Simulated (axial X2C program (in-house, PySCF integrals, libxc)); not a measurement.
HfC⁻: properties at the nuclei

Computed with an in-house all-electron X2C program for linear molecules (integrals from PySCF): two-component X2C with atomic mean-field Coulomb and Gaunt terms, Gaussian nuclei, basis Hf dyall-acv3z, C dyall-av3z with contracted cores.

R = 1.837 Å (near the PBE0 minimum at charge -1 of the determinant lowest at the starting distance; the state shown can have its own minimum elsewhere).

Determinant lowest in the PBE0 search, Ω = 1/2 (⟨Sz⟩ = 0.49, ⟨Lz⟩ = 0.01 at PBE0), spin on the atoms Hf 0.08, C 0.42:

| level | Eeff magnitude (GV/cm) | Ws magnitude Hf (kHz) | A∥/gI Hf (MHz) | qzz Hf (a.u.) | A∥/gI C (MHz) | qzz C (a.u.) |
| --- | --- | --- | --- | --- | --- | --- |
| PBE0 | 10.4 | 22.2 | 1400 | -7.04 | 138 | 0.27 |
| HF | 59.7 | 115 | 2220 | -6.91 | 255 | 0.06 |
| r2SCAN | 13.3 | 28.2 | 1620 | -7.01 | 145 | 0.26 |
| B3LYP | 8.63 | 18.6 | 1070 | -7.29 | 147 | 0.29 |
| BHandHLYP | 12.6 | 26.3 | 1520 | -7.20 | 158 | 0.23 |

Determinant 0.55 eV from it at PBE0 and this distance, Ω = 3/2 (⟨Sz⟩ = 0.50, ⟨Lz⟩ = 1.00 at PBE0), spin on the atoms Hf 0.12, C 0.38:

```csv
level,Eeff magnitude (GV/cm),Ws magnitude Hf (kHz),A∥/gI Hf (MHz),qzz Hf (a.u.),A∥/gI C (MHz),qzz C (a.u.)
PBE0,3.95,3.19,283,-7.75,39,-0.53
r2SCAN,4.6,3.63,303,-7.96,43.7,-0.52
B3LYP,2.55,2.29,225,-8.16,43.7,-0.54
BHandHLYP,6.57,4.92,315,-7.43,45.7,-0.55
```

Eeff is the effective electric field on the electron electric dipole moment in this Ω state and Ws the scalar–pseudoscalar constant of the nucleus named (defined with the proton number Z and per Ω); A∥ (defined per Ω) follows by multiplying with gI = μI/(I μN); qzz is the electric field gradient, eQq0 = 234.96 MHz × Q/barn × qzz. The operators were transformed with the bare-nucleus X2C matrices; with these basis sets, hyperfine constants and field gradients can be off by tens of per cent, and where levels differ in sign neither size nor sign is settled.

**Question.** With Q(177Hf) = 3.365 barn, gI(13C) = 1.4048 (g factors from the IAEA table of nuclear moments by Stone; Q from Pyykkö, Mol. Phys. 2018), turn the PBE0 values of the first state into constants in MHz.

**Answer.** eQq0(177Hf) = 234.96 × (3.365) × (-7.04) = -5570 MHz; A∥(13C) = 138 × 1.4048 = 194 MHz.

Each state is one determinant with collinear spin. Unrestricted Hartree–Fock can overshoot spin polarisation at the nuclei. For an anion, determinants above electron detachment, or with a positive highest level, are held by the basis set. Where Eeff spreads by more than a factor of two the levels disagree and none is to be relied on. Left out as unconverged or as another state under the same occupation: HF in at least one table. The search compared states at one distance, so a state with another bond length can lie lower. Further determinants of the search, some of them spin-mixed, are not shown. Where a field gradient or hyperfine factor spreads by more than a factor of two over the levels, a constant derived from it is not to be relied on. PBE0 term energies can be off by some tenths of an eV.
